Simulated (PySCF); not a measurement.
PBE0 on Xe⁺ (xenon, charge +1), [Kr] 4d10 5s1 5p5 6s1, high-spin 4P determinant (an excited configuration). Calculation: PySCF 2.14, in aug-cc-pwCVDZ-PP with ECP28MDF; a scalar-relativistic core potential.

```
cycle= 1 E= -328.008318586604  delta_E= -0.00737  |g|= 0.0167  |ddm|= 0.846
cycle= 2 E= -328.009673371442  delta_E= -0.00135  |g|= 0.00974  |ddm|= 0.205
cycle= 3 E= -328.010584568005  delta_E= -0.000911  |g|= 0.00799  |ddm|= 0.154
cycle= 4 E= -328.011410412092  delta_E= -0.000826  |g|= 0.00684  |ddm|= 0.155
cycle= 5 E= -328.012913033696  delta_E= -0.0015  |g|= 0.0037  |ddm|= 0.547
cycle= 6 E= -328.012790006177  delta_E= 0.000123  |g|= 0.00246  |ddm|= 0.148
cycle= 7 E= -328.012935697194  delta_E= -0.000146  |g|= 0.00111  |ddm|= 0.222
cycle= 8 E= -328.012941482457  delta_E= -5.79e-06  |g|= 0.000318  |ddm|= 0.0272
cycle= 9 E= -328.012942011382  delta_E= -5.29e-07  |g|= 2.42e-05  |ddm|= 0.0121
cycle= 10 E= -328.012942015138  delta_E= -3.76e-09  |g|= 6.72e-07  |ddm|= 0.000941
cycle= 11 E= -328.012942015138  delta_E= -6.25e-13  |g|= 3.69e-08  |ddm|= 7.34e-06
converged SCF energy = -328.012942015138  <S^2> = 3.7519343  2S+1 = 4.000967
```

Highest occupied orbital energy: -7.869 eV; ⟨L²⟩ = 3.96; populations by l: s 3.67, p 11.00, d 10.33, f 0.00.

**Question.** Can this result be used?

**Answer.** Not for this state. Self-consistency was reached. ⟨L²⟩ = 3.96 against 2 for a pure P term, so this real determinant mixes terms. Energies and moments cover only the electrons outside the core potential. The outer electron is Rydberg-like, and this basis confines it to a smaller radius and binds it less than a complete one would. The s, p, d and f populations moved away from the nominal configuration during the SCF.
